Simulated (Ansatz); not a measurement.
Geometry optimisation, RKS PBE/def2-SVP (Ansatz).

The input (input.yaml):

```yaml
crystal:
  periodic: [false, false, false]
  atoms:
    - { symbol: Ga, position_ang: [-0.960538, 0.0, 0.433815] }
    - { symbol: H, position_ang: [1.593186, 0.0, 1.510345] }
    - { symbol: Cl, position_ang: [2.478133, 0.0, 0.506537] }
    - { symbol: Cl, position_ang: [-1.733281, 0.0, -1.655498] }
basis:
  gaussian: { orbitals: def2-SVP }
hamiltonian:
  xc: pbe
relax:
  f_tol: 0.03
  max_steps: 50
```

Launched with:

```bash
$ ansatz run input.yaml --threads 1 --pin off --max-ram 2048MiB --backend cpu --events-out ev --progress --plain --runs-dir out
```

Task: Where does it end, and by what steps?

Result: It converged. After 10 steps the energy has fallen by 0.060 eV; H2 moved furthest, 0.51 Å.

```json
{"step": "0", "energy less start (eV)": "0.0000", "largest force component (eV/Å)": "0.712", "accepted": "yes"}
{"step": "1", "energy less start (eV)": "0.0139", "largest force component (eV/Å)": "1.306", "accepted": "no"}
{"step": "2", "energy less start (eV)": "-0.0141", "largest force component (eV/Å)": "0.625", "accepted": "yes"}
{"step": "3", "energy less start (eV)": "-0.0286", "largest force component (eV/Å)": "0.463", "accepted": "yes"}
{"step": "4", "energy less start (eV)": "-0.0421", "largest force component (eV/Å)": "0.105", "accepted": "yes"}
{"step": "5", "energy less start (eV)": "-0.0473", "largest force component (eV/Å)": "0.238", "accepted": "yes"}
{"step": "6", "energy less start (eV)": "-0.0256", "largest force component (eV/Å)": "1.180", "accepted": "no"}
{"step": "7", "energy less start (eV)": "-0.0552", "largest force component (eV/Å)": "0.152", "accepted": "yes"}
{"step": "8", "energy less start (eV)": "-0.0582", "largest force component (eV/Å)": "0.150", "accepted": "yes"}
{"step": "9", "energy less start (eV)": "-0.0596", "largest force component (eV/Å)": "0.034", "accepted": "yes"}
{"step": "10", "energy less start (eV)": "-0.0603", "largest force component (eV/Å)": "0.010", "accepted": "yes"}
```

```xyz
4
Properties=species:S:1:pos:R:3
Ga -1.224 0.000 0.486
H 2.075 0.000 1.673
Cl 2.023 0.000 0.376
Cl -1.496 0.000 -1.740
```

Whether the end is a true minimum wasn't checked by a vibrational analysis.

Run time: 9.6 s on 1 thread of Intel(R) Xeon(R) 6975P-C (Granite Rapids) (shared host), peak memory 0.14 GiB.
